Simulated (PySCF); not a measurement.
**Assigning NMR signals**

Geometry:
```
atom   x (Å)   y (Å)   z (Å)
  C1   3.127   1.590  -0.587
  C2   2.152   0.901  -0.456
  C3   1.084  -0.024  -0.356
  C4   1.340  -1.332  -0.780
  C5   0.357  -2.303  -0.718
  C6  -0.893  -1.977  -0.230
  C7  -1.146  -0.670   0.192
  C8  -2.449  -0.299   0.707
  O9  -2.807   0.768   1.101
 F10  -3.346  -1.325   0.728
 C11  -0.173   0.338   0.143
Si12  -0.588   2.098   0.735
 H13   3.949   2.235  -0.680
 H14   2.322  -1.574  -1.159
 H15   0.568  -3.309  -1.048
 H16  -1.672  -2.722  -0.173
 H17   0.647   2.867   0.540
 H18  -1.610   2.673  -0.131
 H19  -0.872   2.075   2.165
```

All values are calculated (PySCF 2.14.0 with density-fitted response routines): structure optimised with GFN2-xTB, shielding tensors at PBE0/pcSseg-1 (GIAO). Single conformer, non-relativistic Hamiltonian, rapidly exchanging positions averaged, no solvent.

Referencing at the same level of theory: $^{13}$C (186.93 ppm), $^{1}$H (31.72 ppm) against TMS.

Question: Assign these signals to the numbered atoms. $^{13}$C{$^{1}$H} NMR (computed): δ 170.2 (C), 153.7 (C), 148.7 (CH), 138.3 (CH), 135.7 (C), 135.2 (CH), 133.2 (C), 95.8 (CH), 88.4 (C).

Answer: 
| δ (ppm) | atoms | environment | reason |
| --- | --- | --- | --- |
| 170.2 | C8 | carbonyl carbon | – |
| 153.7 | C11 | substituted aromatic carbon | – |
| 148.7 | C4 | aromatic CH | – |
| 138.3 | C6 | aromatic CH | the aromatic region |
| 135.7 | C3 | substituted aromatic carbon | – |
| 135.2 | C5 | aromatic CH | the aromatic region |
| 133.2 | C7 | substituted aromatic carbon | – |
| 95.8 | C1 | terminal alkyne carbon | sp carbons lie upfield of alkene carbons because the cylindrical π system leaves one tensor component strongly shielded |
| 88.4 | C2 | alkyne carbon | the triple bond shields along its axis, which puts it between sp3 and sp2 carbons |

C3 and C5; C5 and C7 lie closer than the usual error of such a calculation, so a measured spectrum could show them in the other order.

Question: Assign these signals to the numbered atoms. $^{1}$H NMR (400 MHz, computed): δ 8.50 (m, 1H), 8.32 (d, 1H), 7.84 (m, 1H), 4.90 (s, 3H), 3.23 (s, 1H).

Answer: 
8.50 → H16, hydrogen on an aromatic CH: ring current plus the deshielding of an ortho carbonyl group
8.32 → H14, hydrogen on an aromatic CH
7.84 → H15, hydrogen on an aromatic CH
4.90 → H17/H18/H19, hydrogen on a silicon bonded to C
3.23 → H13, hydrogen on a terminal alkyne carbon: it lies on the axis of the triple bond, in its shielding cone

Splittings by $^{19}$F in the carbon and heteronuclear signals aren't shown, as no couplings were computed. Shifts are as computed. Against solution values, carbons near 30 ppm lie about +3 ppm off and those near 130 ppm about +5 ppm. Of 1211 compounds with measured shifts, 218 miss one by over three times the rms of a fit or turn the order of signals round; such compounds aren't used in these exercises. No couplings were computed; multiplicities are counted from neighbouring protons, with m where these are inequivalent, close in shift, in a saturated or five-membered ring or joined by F or P, and br s for small geminal =CH2 splittings.
